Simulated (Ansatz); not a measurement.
TiCl₃, relaxed as a doublet with UKS PBE-D4/def2-SVP in Ansatz, starting from the GFN1-xTB geometry. Force threshold 0.02 eV/Å.

The structure comes from a short search, and lower isomers may exist.

Start:

```xyz
4

Ti   -0.005    0.005   -0.006
Cl   -1.534    1.467   -0.218
Cl    0.199   -1.576   -1.412
Cl    1.340    0.104    1.636
```

Estimate the energy that the relaxation releases and the steps that it takes.

10.6 kJ/mol, in 3 steps; 5.5 s on 4 threads of Arm Neoverse V2 on a shared host. No frequencies were taken in this run, so the end may be a saddle point.

Does the start keep its bonding and symmetry?

By distances, no bond broke or formed. The bond that changes most is Ti1–Cl3, from 2.13 to 2.19 Å (atoms count from 1). Point group Cs at the start, D3h at the end, both within 0.05 Å.

Predict the relaxed structure.


```xyz
4

Ti    0.0001    0.0016   -0.0017
Cl   -1.5769    1.5034   -0.2296
Cl    0.1952   -1.6187   -1.4610
Cl    1.3816    0.1137    1.6924
```
Bond lengths: 3 × Cl–Ti 2.19 Å.
